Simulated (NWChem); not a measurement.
System: CH3BClFS; SMILES CSB(F)Cl

Here is an NWChem input.

```
start job
memory heap 200 mb stack 900 mb global 1100 mb
geometry units angstroms noautoz
  B      0.285633     0.416685     0.000000
  Cl    -0.367024     2.056817     0.000000
  F      1.610041     0.246325     0.000000
  S     -0.848171    -0.978692     0.000000
  C      0.316636    -2.396329     0.000000
  H      0.952101    -2.383913    -0.904632
  H     -0.302598    -3.311984     0.000000
  H      0.952101    -2.383913     0.904632
end
basis spherical
  B library 6-31g*
  Cl library 6-31g*
  F library 6-31g*
  S library 6-31g*
  C library 6-31g*
  H library 6-31g*
end
dft
  xc xwpbe 1.00 cpbe96 1.0 hfexch 1.00
  cam 0.2 cam_alpha 0.0 cam_beta 1.0
  iterations 150
  vectors input atomic output neutral.movecs
end
task dft energy
charge 1
dft
  odft
  mult 2
  vectors input atomic output cation.movecs
end
task dft energy
```

Coordinates come from a PBE-D3(BJ)/def2-SVP optimisation.

Ions are spin-unrestricted doublets at the neutral geometry; other ion states weren't tried. Functional: LC-ωPBE (HJS hole) with 6-31G*; the question gives the range parameter ω in 1/bohr.

Question: What results follow from this input? (LC-wPBE (HJS exchange hole, range parameter 0.2 per bohr)/6-31G* (spherical d), vertical spin-unrestricted ions.) Quantities: vertical ionisation energy, ΔSCF (eV); −ε(HOMO) (eV).

Answer: 
```json
{
  "vertical ionisation energy, ΔSCF (eV)": "9.84",
  "−ε(HOMO) (eV)": "9.03"
}
```
